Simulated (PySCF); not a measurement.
**Correlation energy of Nb⁺ (niobium, charge +1)**

[Kr] 4d4, high-spin 5D determinant. Computed with PySCF 2.14 in aug-cc-pwCVTZ-DK (11s10p8d4f3g, 136 functions), with the spin-free X2C one-electron Hamiltonian (Gaussian nucleus). Frozen: [Ar] 3d10; 12 electrons correlated.

MP2 pair energies summed by pair of shells (mhartree):

```csv
pair,energy,share (%)
4p-4d,-129.34,38.0
4p-4p,-105.42,31.0
4s-4p,-42.72,12.5
4d-4d,-36.99,10.9
4s-4d,-19.14,5.6
4s-4s,-6.92,2.0
```

Total MP2 correlation energy: -340.52 mhartree.

Same-spin part -110.11 and opposite-spin part -230.41 mhartree; SCS-MP2 scales them by 1/3 and 6/5 to -313.20 mhartree.
